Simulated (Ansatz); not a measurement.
The cluster Ga3N3⁻, relaxed as a doublet with UKS PBE-D4/def2-SVPD in Ansatz, starting from the GFN2-xTB geometry. Force threshold 0.02 eV/Å.

The highest occupied level of the charge -1 doublet lies above zero (up to 0.04 eV). It is a level of α spin, whose loss leaves a singlet; that state wasn't run at this geometry and level. The electron is either unbound and held by the finite basis, or the level is raised by self-interaction error. The relaxation made no stability test and no search for a lower SCF solution. The structure comes from a short search, and lower isomers may exist.

Start:

```xyz
6

Ga    0.684   -1.177    1.236
Ga   -0.264    1.499    0.796
Ga   -1.078   -0.402   -2.281
N     0.257    0.361    2.134
N     0.168    0.510   -1.040
N     0.232   -0.789   -0.845
```

Estimate the energy that the relaxation releases and the steps that it takes.

12.6 kcal/mol, in 14 steps; 50 s on 4 threads of Arm Neoverse V2 on a shared host. No frequencies were taken in this run, so the end may be a saddle point.

Does the start keep its bonding?

Bonds lost: Ga1–N6, Ga2–N5 (atoms count from 1). The end holds 2 separate pieces.

Predict the relaxed structure.


```xyz
6

Ga    0.751   -1.262    1.672
Ga   -0.029    1.810    1.296
Ga   -0.771   -0.585   -3.169
N     0.567    0.430    2.330
N    -0.402    0.372   -1.135
N    -0.115   -0.765   -0.995
```
Bond lengths (bridged metal pairs left out): 4 × Ga–N 1.82 to 2.28 Å; 1 × N–N 1.18 Å.
